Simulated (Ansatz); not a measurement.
One change: `OCOB[SiH3]` becomes `OCOCO`.

Ansatz, PBE0-D4/def2-TZVP geometries, multiplicity 1. Each molecule was computed in one conformer, which needn't be the lowest.

| property | `OCOB[SiH3]` |
| --- | --- |
| HOMO energy (PBE/def2-TZVPP) / eV | -6.38 |
| HOMO energy (PBE0/def2-TZVPP) / eV | -7.65 |
| size of the dipole moment (PBE/def2-TZVPP) / D | 2.20 |
| size of the dipole moment (ωB97M-V/def2-TZVPP) / D | 2.13 |
| HOMO–LUMO gap (PBE0/def2-TZVPP) / eV | 6.50 |
| LUMO energy (PBE/def2-TZVPP) / eV | -2.11 |

Task: What does the change do to each property? (An estimate is asked.)

Result: Ansatz gave: 
| property | `OCOCO` | shift |
| --- | --- | --- |
| HOMO energy (PBE/def2-TZVPP) / eV | -6.46 | -0.08 |
| HOMO energy (PBE0/def2-TZVPP) / eV | -8.12 | -0.47 |
| size of the dipole moment (PBE/def2-TZVPP) / D | 1.64 | -0.56 |
| size of the dipole moment (ωB97M-V/def2-TZVPP) / D | 1.71 | -0.42 |
| HOMO–LUMO gap (PBE0/def2-TZVPP) / eV | 8.88 | 2.38 |
| LUMO energy (PBE/def2-TZVPP) / eV | -0.14 | 1.97 |

With PBE0 the HOMO falls by 0.47 eV and the LUMO rises by 1.91 eV, so the gap widens by about 2.38 eV. PBE moves the HOMO by -0.08 eV and ωB97M-V by -0.73 eV. Dipoles are sizes alone; their direction can turn.
